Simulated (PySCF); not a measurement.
Geometries of 2 isomers of CH11GeNSi2, from PySCF, PBE0-D3(BJ)/def2-SVP geometry optimisation, gas phase. One conformer each, no zero-point energy, no frequencies.

Problem. Which is lower in electronic energy at this level?
A.
```xyz
16
angstrom
C     -1.808   -0.595    0.650
N     -0.766   -1.494    0.214
Ge     0.094   -1.182   -1.388
Si     1.317    0.830   -1.004
Si     1.962    0.743    1.249
H     -2.055   -0.768    1.711
H     -2.753   -0.653    0.072
H     -1.456    0.449    0.581
H     -1.002   -2.470    0.370
H     -0.875   -1.095   -2.599
H      1.040   -2.380   -1.597
H      2.519    0.895   -1.894
H      0.480    2.045   -1.263
H      2.896    1.863    1.585
H      2.659   -0.551    1.517
H      0.761    0.852    2.132
```
B.
```xyz
16
angstrom
Si     1.806    0.160    1.089
C      1.464   -1.106   -0.262
Ge     0.181   -0.453   -1.582
N     -1.033    0.636   -0.717
Si    -2.192    0.154    0.479
H      0.651    0.268    2.030
H      3.012   -0.240    1.882
H      2.074    1.505    0.492
H      2.404   -1.355   -0.783
H      1.090   -2.039    0.190
H     -0.534   -1.626   -2.288
H      0.882    0.445   -2.620
H     -1.128    1.562   -1.121
H     -3.592    0.037   -0.045
H     -1.766   -1.193    0.970
H     -2.232    1.112    1.629
```

Solution. B. That is `[SiH3][CH2][GeH2][NH][SiH3]`, 17.1 kcal/mol below the other.

```json
{"SMILES": "[SiH3][CH2][GeH2][NH][SiH3]", "atoms numbered as above": "[SiH3:1][CH2:2][GeH2:3][NH:4][SiH3:5]", "E (Eh)": "-2754.35635", "relative (kcal/mol)": "0.0", "relative (kJ/mol)": "0.0", "dipole (D)": "1.09"}
{"SMILES": "C[NH][GeH2][SiH2][SiH3]", "atoms numbered as above": "[CH3:1][NH:2][GeH2:3][SiH2:4][SiH3:5]", "E (Eh)": "-2754.32911", "relative (kcal/mol)": "17.1", "relative (kJ/mol)": "71.5", "dipole (D)": "1.22"}
```

As drawn, the lower has an Si–C bond, which the higher lacks; the higher has an Si–Si bond, which the lower lacks.
